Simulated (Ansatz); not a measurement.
# Computed against measured: atomisation enthalpy at 298 K

6 molecules holding Si, Ge, B, Al, Ga, P or As; the atomisation enthalpy at 298 K in kJ/mol, computed less measured. Shapes, held fixed at every level: PBE0-D4/def2-TZVP. Flexible molecules stand in one conformer, not always the lowest. Thermal terms are harmonic and unscaled (PBE0-D4/def2-TZVP); the spin-orbit lowering of the free atoms is taken from their spectra. Programs: Ansatz 0.2.0. Measured values: CRC Handbook of Chemistry and Physics, NIST-JANAF tables.

Levels: A = PBE-D4/def2-TZVPP; B = PBE0-D4/def2-TZVPP; C = MP2/def2-SVP; D = BCCD(T)/STO-3G.

```tsv
molecule	from tabulated heats	A	B	C	D
BOF (fluoro(oxo)borane)	1501	+41	-31	+8	-197
HBS (SMILES B=S)	1015	+32	+7	-19	+147
AsH3 (arsine)	890	-16	-29	-122	+130
BHF2 (SMILES FBF)	1681	+36	-10	+5	-119
SiH2F2 (SMILES F[SiH2]F)	1836	-36	-70	-130	-380
PH2(PH2) (diphosphine)	1484	+10	-12	-215	+139
```

Q: Sum up the errors.

A: 
```
             level                   kind  mean error  mean absolute error  worst case
 PBE-D4/def2-TZVPP                    GGA       +11.2                 28.5         BOF
PBE0-D4/def2-TZVPP          global hybrid       -24.2                 26.5      SiH2F2
      MP2/def2-SVP    perturbation theory       -78.8                 83.2    PH2(PH2)
    BCCD(T)/STO-3G  coupled cluster or CI       -46.7                185.3      SiH2F2
```

On this set PBE0-D4/def2-TZVPP has the smallest mean absolute error and BCCD(T)/STO-3G the largest. PBE0-D4/def2-TZVPP is too low in 5 of 6; MP2/def2-SVP is too low in 4 of 6. The heats of PH2(PH2) (diphosphine) come from older tables and can be uncertain by 10 kJ/mol or more. Heats of the atoms come from ATcT where it has them, that of boron, 570 kJ/mol, from recent work. The levels differ in basis as well as in method. With so many references in doubt the order of the levels isn't settled. The tabulated values of BOF, HBS, BHF2, SiH2F2 are in doubt (older tables, estimates, or at odds with other calculations) and kept here. The smallest two are near a tie. Correlated wave functions converge slowly with the basis. Relativity is left out for As. Outer-core shells of As are correlated, in sets that cover them unevenly. The set is small.
